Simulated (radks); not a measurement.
Values are calculated unless marked as measured or tabulated.
Au39+, configuration [Kr] 4d4. Level of theory: Dirac Kohn-Sham, relativistic LDA (MacDonald-Vosko exchange, VWN5 correlation), spin-unpolarised, spherical densities, finite nucleus; open shells fill j = l - 1/2 first; Fermi nuclear charge, rms radius 5.4371 fm (a radial shooting solver on a logarithmic mesh with Libxc functionals).

X-ray form factor f0, the Fourier transform of the density (f0(0) = 40):

| sin(theta)/lambda (1/angstrom) | f0 (electrons) |
|---|---|
| 0.05 | 39.951 |
| 0.1 | 39.804 |
| 0.15 | 39.562 |
| 0.2 | 39.228 |
| 0.25 | 38.805 |
| 0.3 | 38.298 |
| 0.4 | 37.061 |
| 0.5 | 35.573 |
| 0.6 | 33.899 |
| 0.8 | 30.259 |
| 1 | 26.627 |
| 1.25 | 22.609 |
| 1.5 | 19.419 |
| 2 | 15.127 |
